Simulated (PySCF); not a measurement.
# Palladium: a sound run and one with changed settings

Sound run: Pd [Kr] 4d10, Pd⁺ [Kr] 4d9. Computed with PySCF 2.14 in def2-SVP with the def2 core potential (28 electrons), with a scalar-relativistic core potential. In the sound run the correlated levels freeze 4s2 4p6 outside the core potential. The sound run starts from symmetry-adapted Hartree-Fock orbitals and uses a fine grid where one is needed.

Changed run: initial guess minao, at most 50 SCF cycles.

| species | method | sound run (hartree) | changed run (hartree) | converged |
| --- | --- | --- | --- | --- |
| Pd | UHF | -127.00035 | -127.00035 | yes |
| Pd | MN15 | -127.58714 | -127.58714 | yes |
| Pd | PBE | -127.84750 | -127.84750 | yes |
| Pd | MP2 | -127.22337 | -127.22337 | yes |
| Pd⁺ | UHF | -126.76992 | -126.76992 | yes |
| Pd⁺ | MN15 | -127.26615 | -127.26615 | yes |
| Pd⁺ | PBE | -127.52710 | -127.51867 | no |
| Pd⁺ | MP2 | -126.93331 | -126.93331 | yes |

Ionisation energy of Pd:

| method | sound run (eV) | changed run (eV) |
| --- | --- | --- |
| UHF | 6.270 | 6.270 |
| MN15 | 8.735 | 8.735 |
| MP2 | 7.893 | 7.893 |
| SCS-MP2 | 7.719 | 7.719 |

A plain start with occupations fixed only by D2h representation lets s and d (or p and f) orbitals of one representation trade places, so the SCF can reach the same state, another state or none.

For comparison, NIST gives 8.337 eV between the lowest levels.
